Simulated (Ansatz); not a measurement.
def2 core potentials replace the inner electrons of Bi.

B3LYP has the VWN-RPA correlation part, as in Gaussian. 

## C₃H₇BiO₂, SMILES `C=C[CH2][Bi]([OH])[OH]` (charge 0, multiplicity 1)

The numbers are results of B3LYP-D3(BJ)/def2-TZVP // PBE0-D3(BJ)/def2-SVP run with Ansatz (an electronic-structure program), not measurements.

```json
{
  "HOMO": "-6.53 eV",
  "dipole_moment": "2.19 D",
  "LUMO": "-1.23 eV",
  "HOMO–LUMO gap": "5.31 eV",
  "vertical ionisation energy (Delta-SCF)": "8.49 eV",
  "adiabatic ionisation energy (no zero-point term)": "7.74 eV",
  "hole reorganisation energy (four-point)": "1.267 eV",
  "total_energy": "-13165.68 eV"
}
```

```xyz
13

C      2.4236    -0.3410     0.4360
C      1.1252    -0.6381     0.2962
C     -0.0088     0.2355     0.6629
Bi    -0.8755     1.1067    -1.2895
O     -1.4644    -0.7810    -1.9870
O     -2.6665     1.7600    -0.4206
H      2.7508     0.5917     0.9076
H      3.2025    -1.0263     0.0937
H      0.8557    -1.5843    -0.1906
H     -0.8443    -0.3112     1.1288
H      0.2785     1.0802     1.3078
H     -1.8604    -1.3111    -1.2841
H     -2.9165     1.2191     0.3388
```
Charge 0, spin multiplicity 1.
